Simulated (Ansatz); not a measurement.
SnGe3⁺ (the lowest doublet isomer of a short search) was relaxed with PBE-D4 (def2-SVP) in Ansatz in these states: charge +1 doublet, charge +1 quartet. The geometries follow in no particular order.

In the def2 sets Sn takes a core potential; there is no spin–orbit coupling.

A:

```xyz
4

Ge    0.3183    1.1618    0.8568
Ge   -0.4611   -1.1240   -0.8421
Ge   -1.9336    0.4856    0.2338
Sn    2.0764   -0.5234   -0.2485
```

B:

| atom | x (Å) | y (Å) | z (Å) |
| --- | --- | --- | --- |
| Ge1 | -0.226 | -1.345 | 0.691 |
| Ge2 | 0.331 | 1.342 | -0.583 |
| Ge3 | 1.546 | 0.199 | 1.407 |
| Sn4 | -1.652 | -0.196 | -1.515 |

**Question.** Judge from the bond lengths which geometry belongs to which state (an estimate).

**Answer.** A is the charge +1 doublet (Ge1–Sn4 2.674 Å, Ge2–Ge3 2.432 Å, Ge1–Ge3 2.432 Å); B is the charge +1 quartet (Ge1–Sn4 2.868 Å, Ge2–Ge3 2.597 Å, Ge1–Ge3 2.457 Å).

At PBE0-D4/def2-TZVP a doublet lies 1.39 eV below the charge +1 quartet. These are the stationary points nearest to one start from a short search; other shapes may lie lower in each state.
